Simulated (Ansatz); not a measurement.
Ideal-gas functions of CH$_{3}$GaO, SMILES `O=[CH][GaH2]` at 400 K and 1 bar, from an Ansatz frequency run at PBE0-D4/def2-TZVP.

Molar mass 100.76 g/mol, point group Cs (symmetry number 1), electronic degeneracy 1, moments of inertia 12.792, 125.298, 130.499 u Å². Harmonic wavenumbers (cm⁻¹, unscaled): 127, 129, 383, 513, 639, 738, 837, 1377, 1739, 1977, 1985, 2826.

Use S(trans) = R[1.5 ln M + 2.5 ln T − 1.1517]; rotational temperatures θ = 24.2544 K / I; S(rot) = R[ln(√π/σ · √(T³/θAθBθC)) + 1.5]; for each mode x = 1.438777 ν̃/T, S = R[x/(eˣ − 1) − ln(1 − e⁻ˣ)] and H = RT x/(eˣ − 1); 1 cm⁻¹ = 0.0119627 kJ/mol; R = 8.31446 J/(mol·K).

**Question.** By hand: the entropy, in J/(mol·K).

**Answer.** Translation 172.5. Rotation: θ = 1.8961, 0.1936, 0.1859 K, giving 103.1. Vibration, mode by mode: 14.90, 14.77, 6.28, 4.31, 3.01, 2.28, 1.72, 0.35, 0.12, 0.06, 0.05, 0.00, in all 47.8. Electronic 0.0. Sum 323.4 J/(mol·K).

**Question.** By hand: H − E and G − E in kJ/mol, counted from the electronic energy.

**Answer.** Zero-point energy ½ × 13270 × 0.0119627 = 79.4; thermal vibration 10.2; translation, rotation and pV give 4 RT = 13.3. H − E = 102.9 kJ/mol, and G − E = 102.9 − 400 × 323.4/1000 = -26.5 kJ/mol.

Vibration gives 15 % of the entropy, 29.7 J/(mol·K) of it from the modes under 150 cm⁻¹: soft modes count most, and the harmonic formula is weakest for them.
